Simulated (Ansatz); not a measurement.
**How methods differ on BF3 (boron trifluoride)**

BF3 has 4 atoms, charge 0, and is taken as a singlet. As SMILES, `FB(F)F`. The shape is that of a PBE0-D4/def2-TZVP optimisation.

```xyz
4

F     0.5439    0.2107    1.1743
B     0.0000    0.0000    0.0000
F    -0.2652   -1.2235   -0.3896
F    -0.2787    1.0128   -0.7847
```

Quantity: the energy change with the F1–B2 bond stretched from 1.311 to 2.622 Å, in eV. The values are calculated.

```tsv
level	kind	program	value (eV)	less FCI/STO-3G	CPU time (all runs)
HF/STO-3G (restricted)	Hartree–Fock	Ansatz	10.09	+4.36	0.18 s
SVWN5/STO-3G (restricted)	LDA	Ansatz	7.63	+1.90	1.3 s
revPBE/STO-3G (restricted)	GGA	Ansatz	6.76	+1.03	2 s
r2SCAN/STO-3G (restricted)	meta-GGA	Ansatz	7.37	+1.64	4.9 s
BHLYP/STO-3G (restricted)	global hybrid	Ansatz	8.68	+2.95	1.9 s
HSE06/STO-3G (restricted)	range-separated hybrid	Ansatz	7.87	+2.14	2.7 s
RPA@PBE/STO-3G (restricted)	RPA	Ansatz	5.46	-0.27	3.1 s
CCSD/STO-3G (restricted)	coupled cluster or CI	Ansatz	5.94	+0.21	0.4 s
FCI/STO-3G	exact in the basis	Ansatz	5.73	0.00	35 s
```

FCI/STO-3G is exact within its basis and frozen core, so for wave-function methods in that basis the difference is their error; functionals converge differently with the basis, so for them it is only a difference. A spin-restricted reference rises too steeply as a bond breaks; here HF/STO-3G, SVWN5/STO-3G, revPBE/STO-3G, r2SCAN/STO-3G, BHLYP/STO-3G, HSE06/STO-3G lie well above the multireference or unrestricted value. The first shape isn't each level's own minimum. The values span 5.46 to 10.09 eV. All rows use very small basis sets, so none should be taken for the real molecule's value. In so small a basis fixed costs decide the times, and correlated methods can beat functionals. Times are those of the runs behind each value, whatever else they computed, on shared processors of several kinds: orders of magnitude only.
